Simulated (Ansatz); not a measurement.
CH3ClOS2W, SMILES `C[O][W](=[S])(=[S])[Cl]`, 9 atoms. Total charge 0; spin multiplicity 1. Correlated methods include outer-core shells of W, which these sets cover unevenly. W takes the def2 core potential. Hardware: A = 2 threads of an AMD EPYC 7R13 on a shared host; B = 2 threads of an AMD EPYC 7R13 on a shared host and a share of an NVIDIA H100 80 GB. Correlated methods freeze the cores. Open-shell runs search over several starts.

Problem. Give the basis size and wall time and peak host memory of each of these runs in Ansatz. UKS PBE-D4/def2-TZVPP energy of the cation [B]; RKS LC-ωPBE/def2-TZVPP energy [B]; RKS ωB97M-V/def2-QZVPP energy [B]; RKS SPW92 (LDA)/def2-TZVPP energy [B]; RHF-MP2/def2-QZVPP energy [B]; UKS B2PLYP (frozen core)/def2-TZVPP energy of the cation [B]; RKS r2SCAN0-D4/def2-TZVPP energy [B]; direct RPA on PBE orbitals/def2-TZVPP energy [B]; RHF-CCSD(T)/def2-TZVPP energy [B]; RHF-CCSD(T)/def2-SVP energy [B]; RKS PBE0-D4/def2-SVP energy [A]; RKS PBE0-D4/def2-QZVPP energy [B]. (An estimate is asked.)

Solution. Ansatz gave: Other jobs shared the machine, so times are rough.

```json
{"level": "RKS PBE0-D4/def2-SVP", "job": "energy [A]", "functions": "129", "wall time": "2.9 s", "peak host memory (GiB)": "0.6"}
{"level": "direct RPA on PBE orbitals/def2-TZVPP", "job": "energy [B]", "functions": "286", "wall time": "3.3 s", "peak host memory (GiB)": "1.3"}
{"level": "RHF-CCSD(T)/def2-SVP", "job": "energy [B]", "functions": "129", "wall time": "3.6 s", "peak host memory (GiB)": "0.8"}
{"level": "RKS PBE0-D4/def2-QZVPP", "job": "energy [B]", "functions": "495", "wall time": "3.8 s", "peak host memory (GiB)": "1.1"}
{"level": "UKS PBE-D4/def2-TZVPP", "job": "energy of the cation [B]", "functions": "286", "wall time": "4.2 s", "peak host memory (GiB)": "0.91"}
{"level": "RKS ωB97M-V/def2-QZVPP", "job": "energy [B]", "functions": "495", "wall time": "4.3 s", "peak host memory (GiB)": "1.2"}
{"level": "RKS LC-ωPBE/def2-TZVPP", "job": "energy [B]", "functions": "286", "wall time": "4.9 s", "peak host memory (GiB)": "0.86"}
{"level": "UKS B2PLYP (frozen core)/def2-TZVPP", "job": "energy of the cation [B]", "functions": "286", "wall time": "5.5 s", "peak host memory (GiB)": "1.3"}
{"level": "RKS SPW92 (LDA)/def2-TZVPP", "job": "energy [B]", "functions": "286", "wall time": "6 s", "peak host memory (GiB)": "0.83"}
{"level": "RKS r2SCAN0-D4/def2-TZVPP", "job": "energy [B]", "functions": "286", "wall time": "6 s", "peak host memory (GiB)": "0.89"}
{"level": "RHF-MP2/def2-QZVPP", "job": "energy [B]", "functions": "495", "wall time": "8.5 s", "peak host memory (GiB)": "1.1"}
{"level": "RHF-CCSD(T)/def2-TZVPP", "job": "energy [B]", "functions": "286", "wall time": "14 s", "peak host memory (GiB)": "1.2"}
```

LC-ωPBE has ω = 0.4 bohr⁻¹.
